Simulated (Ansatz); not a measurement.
Basis sets compared for fac-CrBr3(PH3)3 (CrP3H9Br3). The state is a quartet with charge 0. Geometry PBE0-D4/def2-SVP. Ansatz on 4 threads of Intel Xeon Platinum 8259CL on a shared host; times are rough, and most runs start from earlier orbitals.

```xyz
16

Cr   -0.8828    0.3937    0.0064
Br   -1.5127    1.5081    2.0822
P     0.0201   -0.7740   -1.9217
H     0.3763   -2.1495   -1.8427
H     1.1813   -0.2895   -2.5852
H    -0.8874   -0.8129   -3.0005
Br   -1.2707    2.1115   -1.6805
P    -0.2094   -1.3445    1.5627
H    -1.2397   -1.6906    2.4615
H     0.8612   -1.1329    2.4763
H     0.1613   -2.6353    1.0932
Br   -2.7217   -1.1653   -0.3621
P     1.1377    1.6957    0.3521
H     0.8680    3.0657    0.5496
H     2.1356    1.7788   -0.6588
H     1.9830    1.4410    1.4674
```

Binding counts from free atoms (Cr septet, Br doublet, P quartet, H doublet) in the same basis, without a counterpoise term.

```csv
level,functions,energy (Eh),HOMO (eV),LUMO (eV),binding per atom (eV),wall time
PBE-D4/def2-SVP,226,-9793.3306,-5.02,-2.95,2.74,11 s
PBE0-D4/def2-SVP,226,-9793.7053,-6.70,-2.27,2.65,24 s
```

Question: Estimate the rows for PBE-D4/def2-TZVP, PBE0-D4/def2-TZVP (with forces).

Answer: 
```csv
level,functions,energy (Eh),HOMO (eV),LUMO (eV),binding per atom (eV),wall time
PBE-D4/def2-TZVP,354,-9794.7802,-5.24,-3.21,2.75,18 s
PBE0-D4/def2-TZVP (with forces),354,-9795.1458,-6.90,-2.32,2.67,53 s
```
